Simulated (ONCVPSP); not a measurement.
Which change was made? (N, ONCV)

ONCVPSP 4.0.1 input, shortened (lines: element, Z, core and valence counts, functional; n l f; lmax; l rc ep ncon nbas qcut; lloc lpopt rc5 dvloc0; l nproj debl; icmod fcfact rcfact), PBE, fully relativistic:

```
  N 7.00    1    2        4      upf
    1    0    2.00
    2    0    1.75
    2    1    3.25
    2
    0    0.95    0.00    3    7    6.70
    1    2.50    0.00    3    6    6.60
    2    2.15    0.41    4    7    5.30
    4    5    0.60    4.00
    0    1    0.60
    1    1    1.40
    2    2    1.80
    0    0.00    0.00
```

Open shells are filled in proportion to 2j + 1.

Cutoffs, loose and tight: the cutoffs (Ha) at which the residual kinetic energy of the hardest occupied pseudo-wave falls to 1 and 0.1 mHa per electron. They do not see the model core or the augmentation charge, which bear on the density cutoff. Test errors are all-electron minus pseudo excitation energies from the reference, over the configurations 2s2 2p3; 2s2 2p2; 2s2 2p1; 2s0 2p5; variants that change the core or the reference have their own tests.

The base gives: outcome: generated; cutoff, loose: 27 Ha; cutoff, tight: 141 Ha; bound ghosts: none; GHOST(+) flags above zero: d5/2, d3/2; largest test error (meV): +1110.

Problem. After one change the result is: outcome: generated; cutoff, loose: 77 Ha; cutoff, tight: 161 Ha; bound ghosts: none; GHOST(+) flags above zero: d5/2, d3/2; largest test error (meV): +1268. Which change was it?
A. s: qcut 6.4; p: qcut 6.3; d: qcut 5.1
B. s: qcut 5.8; p: qcut 5.7; d: qcut 4.6
C. s: qcut 4.5; p: qcut 4.4; d: qcut 3.5

Solution. B. The others give: s: qcut 4.5; p: qcut 4.4; d: qcut 3.5 → outcome: generated; cutoff, loose: 134 Ha; cutoff, tight: 215 Ha; bound ghosts: d5/2, d3/2; GHOST(+) flags above zero: none; largest test error (meV): +1967 | s: qcut 6.4; p: qcut 6.3; d: qcut 5.1 → outcome: generated; cutoff, loose: 40 Ha; cutoff, tight: 147 Ha; bound ghosts: none; GHOST(+) flags above zero: d5/2, d3/2; largest test error (meV): +1132.
